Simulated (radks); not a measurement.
Values are calculated unless marked as measured or tabulated.
Species: N III. Configuration: 2s2 2p1 3s2 (not the ground configuration). Code: a radial shooting solver on a logarithmic mesh with Libxc functionals. Model: Dirac Kohn-Sham, SOGGA, spin-unpolarised, spherical densities, finite nucleus; open shells are shared between the two j in proportion to 2j + 1; Fermi nuclear charge, rms radius 2.5582 fm.

Unscreened Slater integrals over Kohn-Sham orbitals (hartree). Large and small components are both included. Empty in this configuration: 3p1/2.

F0(3s1/2,3s1/2): 0.34045
F0(3s1/2,2p3/2): 0.44706
G1(3s1/2,2p3/2): 0.037650
F0(3s1/2,2p1/2): 0.44711
G1(3s1/2,2p1/2): 0.037657
F0(3s1/2,2s1/2): 0.43908
G0(3s1/2,2s1/2): 0.030407
F0(3s1/2,3p1/2): 0.34037
G1(3s1/2,3p1/2): 0.22864
F0(2p3/2,2p3/2): 1.1306
F2(2p3/2,2p3/2): 0.53747
F0(2p3/2,2p1/2): 1.1312
G2(2p3/2,2p1/2): 0.53744
F0(2p3/2,2s1/2): 1.0299
G1(2p3/2,2s1/2): 0.58412
F0(2p3/2,3p1/2): 0.45283
G2(2p3/2,3p1/2): 0.038419
F0(2p1/2,2p1/2): 1.1317
F0(2p1/2,2s1/2): 1.0302
G1(2p1/2,2s1/2): 0.58396
F0(2p1/2,3p1/2): 0.45289
G0(2p1/2,3p1/2): 0.036159
F0(2s1/2,2s1/2): 0.96592
F0(2s1/2,3p1/2): 0.44230
G1(2s1/2,3p1/2): 0.028452
F0(3p1/2,3p1/2): 0.34068
